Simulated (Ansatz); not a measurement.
Molecule: MoO2, charge 0, multiplicity 3. The spin state was set by rule; other spins were not relaxed. SMILES: [O]=[Mo]=[O]
Coordinates optimised at B3LYP-D3(BJ)/def2-TZVP (Ansatz, a program for electronic structure):
```xyz
3

Mo     0.1535    -0.1264     0.1567
O      0.6896     0.5548    -1.3018
O     -1.4954     0.1088     0.4794
```
Charge 0, spin multiplicity 3.

Wanted: atomisation energy (electronic, to ground-state atoms), in kcal/mol. Cores are frozen in the correlated levels unless marked. Open shells are spin-unrestricted. No spin-orbit coupling. The frozen core is the preceding noble-gas configuration, with the filled d and f shells of earlier blocks. Past Kr the def2 sets carry scalar-relativistic core potentials. 

```tsv
level	program	atomisation energy (kcal/mol)
HF/def2-TZVPPD	Ansatz	64.7
SVWN5/def2-TZVPD	Ansatz	361.1
PBE-D3(BJ)/def2-TZVPD	Ansatz + dftd3	308.3
B3LYP-D4/def2-TZVPD	Ansatz + dftd4	277.4
LC-wPBE/def2-TZVPD	Ansatz	263.2
MP2/def2-TZVPPD	Ansatz	294.4
SCS-MP2/def2-TZVPP	Ansatz	294.9
CCSD/def2-TZVPPD	Ansatz	235.2
CCSD(T)/def2-TZVPP	Ansatz	261.0
```

The UHF reference is spin-contaminated (<S^2> 0.11 over the pure value in the largest basis).
